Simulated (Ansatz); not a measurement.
Ansatz (an electronic-structure program) input:

Ansatz 0.2 input:
```yaml
crystal:
  periodic: [false, false, false]
  atoms:
    - {symbol: Ge, position_ang: [1.60233048, -0.09262214, 0.26263552]}
    - {symbol: C, position_ang: [-0.29489257, 0.03361594, -0.05589755]}
    - {symbol: C, position_ang: [-1.07879403, 1.11001949, 0.20177003]}
    - {symbol: C, position_ang: [-2.50769350, 0.78988881, -0.12121677]}
    - {symbol: C, position_ang: [-2.43641967, -0.63411715, -0.58802750]}
    - {symbol: C, position_ang: [-1.16320166, -1.05488630, -0.53837460]}
    - {symbol: H, position_ang: [2.28728699, -1.00813845, -0.77872329]}
    - {symbol: H, position_ang: [2.24596385, 1.31257717, 0.27881247]}
    - {symbol: H, position_ang: [-0.74969897, 2.06774394, 0.57818065]}
    - {symbol: H, position_ang: [-3.16108338, 0.90773150, 0.75244660]}
    - {symbol: H, position_ang: [-2.91253617, 1.45818710, -0.89111045]}
    - {symbol: H, position_ang: [-3.29250547, -1.20535219, -0.91506608]}
    - {symbol: H, position_ang: [-0.80599389, -2.03596520, -0.81839794]}
basis:
  gaussian:
    orbitals: 6-31G*
magnetization: {spin_polarized: true, initial_magnetization: 1}
correlation: {method: ccsd_t, electrons: outside_noble_gas}
```

Q: Which total energy does the run end on?

A: -2269.20167 Eh (CCSD(T)/6-31G*).

It need not be the lowest isomer of its formula.

The determinant is spin-contaminated: <S^2> is 1.02 against 0.75 for a pure state.
